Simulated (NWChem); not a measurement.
Species: C₂H₃FO₂Si; SMILES FC=C1O[SiH2]O1

```xyz
9

F     -0.3929     2.6026     0.0000
C      0.5524     1.6608     0.0000
C      0.2437     0.3652     0.0000
O     -0.9978    -0.2186     0.0000
Si    -0.2095    -1.7300     0.0000
O      1.1365    -0.6821     0.0000
H      1.5845     2.0111     0.0000
H     -0.3841    -2.5379     1.2311
H     -0.3841    -2.5379    -1.2311
```
Atoms are numbered in this order, from 1.

Program: NWChem. All runs use the structure optimised with PBE0/def2-SVP. Level: PBE/def2-SVP with SMD (1 M gas to 1 M solution), gas-phase geometry. Reactions with the solvent are ignored.

```json
[
 {"solvent": "water", "dielectric constant": "78.4", "solvation free energy (kcal/mol)": "-1.8", "cavity-dispersion-structure term (kcal/mol)": "4.1", "dipole in solution (D)": "3.81"},
 {"solvent": "chlorobenzene", "dielectric constant": "5.70", "solvation free energy (kcal/mol)": "-3.4", "cavity-dispersion-structure term (kcal/mol)": "0.0", "dipole in solution (D)": "?"},
 {"solvent": "cyclohexanone", "dielectric constant": "15.6", "solvation free energy (kcal/mol)": "-3.6", "cavity-dispersion-structure term (kcal/mol)": "0.4", "dipole in solution (D)": "3.77"},
 {"solvent": "anisole", "dielectric constant": "4.22", "solvation free energy (kcal/mol)": "-3.0", "cavity-dispersion-structure term (kcal/mol)": "0.2", "dipole in solution (D)": "3.62"},
 {"solvent": "dimethyl sulfoxide", "dielectric constant": "46.8", "solvation free energy (kcal/mol)": "-3.4", "cavity-dispersion-structure term (kcal/mol)": "0.8", "dipole in solution (D)": "3.82"},
 {"solvent": "diethyl ether", "dielectric constant": "4.24", "solvation free energy (kcal/mol)": "-3.9", "cavity-dispersion-structure term (kcal/mol)": "-0.7", "dipole in solution (D)": "3.62"}
]
```

Task: What belongs in the gaps?

Result: 
- chlorobenzene, dipole in solution (D): 3.67
